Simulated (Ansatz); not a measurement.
Basis-set extrapolation for C2H7F2NOSi, SMILES `CN[Si](F)(F)OC` (PBE0-D4/def2-TZVP geometry, frozen core, Ansatz 0.2.0). Multiplicity 1, RHF reference.

```csv
,def2-TZVPP,def2-QZVPP
HF,-697.353112,-697.383113
MP2 correlation,-1.401521,-1.516792
CCSD(T) correlation,-1.486396,not run
```

Energies in hartree. Use E(X) = E(∞) + A·exp(−7.88·√X) for Hartree–Fock and E(X) = E(∞) + B·X^(−2.97) for correlation, with X = 3 and 4, and add CCSD(T) minus MP2 of the smaller set to the MP2 limit.

**Question.** What is the CCSD(T) energy at the basis-set limit?

**Answer.** HF limit: -697.383113 + (-0.030001) × 0.13774 = -697.38725. MP2 limit: -1.516792 + (-0.115271) × 0.74074 = -1.60218. Higher-order term: -1.486396 − (-1.401521) = -0.08488. Total: -699.07431 hartree, 6.39 eV below CCSD(T)/def2-TZVPP.
